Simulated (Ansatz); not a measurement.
Calculated with Ansatz (gas phase, PBE0-D4/def2-TZVP geometries, no zero-point term in ΔE). CBS: MP2 limit from def2 TZ/QZ plus the TZ coupled-cluster correction, frozen cores. DFT in def2-TZVPP. Elements past krypton have def2 core potentials. For In outer-core shells are correlated without core-valence functions, which leaves a few kJ/mol of doubt a bond. One conformer a species, not always the lowest.

Reaction (formal exchange of groups at a C–Si bond): `OC[SiH](O)S` + `[F][InH][SiH3]` → `O[CH2][In]([F])[SiH3]` + `O[SiH2]S`

```csv
level,ΔE (kJ/mol)
B2PLYP,19.4
HF/def2-TZVPP,27.0
```

(1) What does CCSD(T)/CBS give? (Estimate.)

Largest T1 diagnostic among the species: 0.016.

Results:

(1) The calculation gave: +23.1 kJ/mol. The listed levels differ from it by -3.7, 3.9 kJ/mol.

From PBE to PBE0 (25 % exact exchange), in def2-TZVPP and without D4, ΔE moves by +6.0 kJ/mol. In def2-TZVPP, CCSD(T) changes the Hartree–Fock value by −3.7 kJ/mol (the triples alone add −0.6 kJ/mol) and MP2 by −6.2 kJ/mol. The D4 term adds +6.9 kJ/mol with B3LYP and +3.7 kJ/mol with PBE0; it sums over pairs of atoms, weighted by their polarisabilities, and B3LYP, whose exchange is more repulsive, gets the larger term.

B3LYP here is the variant with VWN-RPA as its local correlation; programs differ in this.
